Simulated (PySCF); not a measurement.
One of the candidates below gave these computed data.

All candidates are C7H7FO.

* 1H NMR: chemical shifts (computed TMS as zero) by class: 7.29 (1 H), 7.20 (1 H), 5.68 (1 H), 3.74 (3 H), 3.71 (1 H) ppm [GIAO PBE0/pcSseg-1]
* Dipole: 1.18 D [PBE0/def2-SVPD]
* Polarisability: 77.7 au [PBE0/def2-SVPD]
* 13C NMR: chemical shifts (computed TMS as zero) by class: 179.4 (1 C), 159.2 (1 C), 150.0 (1 C), 122.3 (1 C), 97.2 (1 C), 57.8 (1 C), 48.1 (1 C) ppm [GIAO PBE0/pcSseg-1]
* NMR, other nuclei: isotropic shieldings of nuclei other than C and H, by class: 295 (1 O), 260 (1 F) ppm [GIAO PBE0/pcSseg-1]
* Triplet: lowest triplet excitation (Tamm–Dancoff): 3.66 eV [TDA PBE0/def2-SVPD]
* UV, strongest line: among the 8 lowest singlet transitions: S3 at 5.64 eV (220 nm, f = 0.022) [TDDFT PBE0/def2-SVPD]
* Rotational structure: rotational constants A, B, C: 2.208, 1.861, 1.266 GHz [GFN2-xTB]
* UV, first state: lowest singlet excitation: 5.17 eV (240 nm, f = 0.001) [TDDFT PBE0/def2-SVPD]

Gas-phase values; electronic properties from PySCF, density fitting. Levels stand in brackets. One conformer (not necessarily the lowest) at the GFN2-xTB geometry, without solvent, vibrations or thermal averaging. NMR values are class means; diastereotopic atoms form classes of their own.

Task: Which candidate is it?
A. `O=CC1=CCC(F)=CC1`
B. `C#CC1=COCC[C@H]1F`
C. `CO[C@@]12C=C[C@@H]1C=C2F`

Result: C. It is `CO[C@@]12C=C[C@@H]1C=C2F`. Numbering: `[CH3:1][O:2][C@@:3]12[CH:4]=[CH:5][C@@H:6]1[CH:7]=[C:8]2[F:9]`. Its formula, C7H7FO, gives 4 degrees of unsaturation: 2 rings and 2 π bonds in the structure found. 7 carbons fall into 7 classes; from least to most shielded: vinylic C–F carbon [C8] (179.4 ppm), alkene CH carbon [C5] (159.2 ppm), alkene CH carbon [C4] (150.0 ppm), alkene CH carbon [C7] (122.3 ppm), ring sp3 carbon bound to oxygen [C3] (97.2 ppm), methoxy carbon [C1] (57.8 ppm), sp3 carbon at a ring junction [C6] (48.1 ppm). Hydrogen classes from least to most shielded: 1 H on an alkene CH carbon, C4 (7.29 ppm), 1 H on an alkene CH carbon, C5 (7.20 ppm), 1 H on an alkene CH carbon, C7 (5.68 ppm), 3 H on a methoxy carbon, C1 (3.74 ppm), 1 H on an sp3 carbon at a ring junction, C6 (3.71 ppm). The other shieldings belong to: 295 ppm, ether oxygen [O2]; 260 ppm, vinyl fluorine [F9]. S1 is mainly HOMO→LUMO (weight 0.97); the largest Löwdin shares of the orbital it empties are 0.25 on an alkene CH carbon, 0.21 on the vinylic C–F carbon, 0.16 on an alkene CH carbon and 0.14 on an alkene CH carbon, of the orbital it fills 0.23 on an alkene CH carbon, 0.20 on an alkene CH carbon, 0.14 on an alkene CH carbon and 0.13 on the vinylic C–F carbon. The optimised geometry has point group C1 and is an asymmetric top.

The others, at the same levels:
- `C#CC1=COCC[C@H]1F` fails: its computed 13C shifts are 164.9 (1 C), 100.8 (1 C), 86.8 (1 C), 86.4 (1 C), 85.9 (1 C), 63.1 (1 C), 32.0 (1 C) ppm, 1H shifts are 7.24 (1 H), 5.13 (1 H), 4.33 (1 H), 4.25 (1 H), 2.63 (1 H), 1.91 (1 H), 1.69 (1 H) ppm and rotational constant A is 2.739 GHz (against 2.208 GHz).
- `O=CC1=CCC(F)=CC1` fails: its computed 13C shifts are 196.1 (1 C), 165.1 (1 C), 151.8 (1 C), 145.3 (1 C), 107.6 (1 C), 32.6 (1 C), 27.6 (1 C) ppm, 1H shifts are 9.71 (1 H), 6.69 (1 H), 5.66 (1 H), 3.35 (2 H), 3.21 (2 H) ppm and lowest singlet excitation is 3.79 eV (327 nm, f = 0.000) (against 5.17 eV).

Each candidate is one conformer, not necessarily the lowest. Dipoles, sizes and rotational constants follow the conformer. The torsions of the flexible species, by atom-mapped SMILES:
- `[CH3:1][O:2][C@@:3]12[CH:4]=[CH:5][C@@H:6]1[CH:7]=[C:8]2[F:9]`: C1–O2–C3–C4 76°
- `[O:1]=[CH:2][C:3]1=[CH:4][CH2:5][C:6]([F:7])=[CH:8][CH2:9]1`: O1–C2–C3–C4 180°

The conformers of `C#CC1=COCC[C@H]1F` aren't listed.
